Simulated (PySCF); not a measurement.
Cartesian coordinates (Å):
```xyz
6

F      2.4584     0.0596     0.2685
B      1.3735     0.3221    -0.4212
Si    -0.5763    -0.0506     0.0098
H     -1.0852    -0.8809    -1.1262
H     -1.2582     1.2805    -0.0377
H     -0.9121    -0.7307     1.3068
```
Charge 0, spin multiplicity 2.

Task: What total energy, dipole moment and highest occupied spin orbital does PBE-D3(BJ)/def2-TZVP (PySCF 2.14.0) give?

Result: 
```json
{
  "total_energy": "-415.7185 Ha",
  "dipole_moment": "0.50 D",
  "highest_occupied_spin_orbital": "-4.50 eV"
}
```
